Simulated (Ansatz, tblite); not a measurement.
Cost and result up the ladder for Si(vinyl)3(NEt2) (C10H19NSi) (31 atoms). The state is a singlet with charge 0. Geometry: r2SCAN-D4/def2-SVP.

Cartesian coordinates in Å:
```
Si -0.285 -0.909 -0.015
C 1.078 -2.180 0.183
C 1.034 -3.197 1.059
H 1.945 -2.130 -0.493
H 0.196 -3.322 1.757
H 1.830 -3.950 1.124
C -1.581 -1.157 1.319
C -2.904 -1.215 1.092
H -1.243 -1.202 2.366
H -3.316 -1.159 0.075
H -3.638 -1.311 1.902
C -1.104 -1.148 -1.690
C -0.925 -0.303 -2.719
H -1.727 -2.039 -1.861
H -0.310 0.600 -2.608
H -1.378 -0.467 -3.705
N 0.418 0.682 0.100
C -0.452 1.853 0.102
C -0.665 2.461 1.486
C 1.847 0.949 0.175
C 2.488 1.246 -1.180
H -1.432 1.567 -0.322
H -0.048 2.623 -0.587
H -1.147 1.732 2.156
H 0.289 2.765 1.946
H -1.307 3.356 1.429
H 2.025 1.799 0.863
H 2.354 0.086 0.640
H 2.397 0.378 -1.853
H 2.002 2.104 -1.673
H 3.559 1.487 -1.071
```

Ansatz on 2 threads of AMD EPYC 7R13 on a shared host and a share (18 GiB) of an NVIDIA H100 80GB HBM3; xTB runs through tblite on one thread. Times are rough, summed over both states, and most runs start from the orbitals of an earlier one. PBE0-D4/def2-TZVP serves as the yardstick here, not as an exact answer. The other state is a doublet.

The xTB rows come from tblite. Single mean-field runs in def2-TZVP are fitted with def2-universal-jkfit.

Raw xTB energies of ions are shifted by several eV.

```tsv
level	functions	vertical IE (eV)	difference from PBE0-D4/def2-TZVP (eV)
GFN1-xTB	91	12.96	5.37
PBE-D4/def2-TZVP (with forces)	492	7.44	-0.16
revPBE-D4/def2-TZVP	492	7.47	-0.13
GFN2-xTB	72	12.02	4.42
PBE0-D4/def2-TZVP	492	7.60	0.00
```

Q: Estimate how long each takes.

A: GFN2-xTB 0.051 s; GFN1-xTB 0.073 s; revPBE-D4/def2-TZVP 6.6 s; PBE-D4/def2-TZVP (with forces) 8.1 s; PBE0-D4/def2-TZVP 11 s. On shared hardware such times vary by a factor of up to 3.
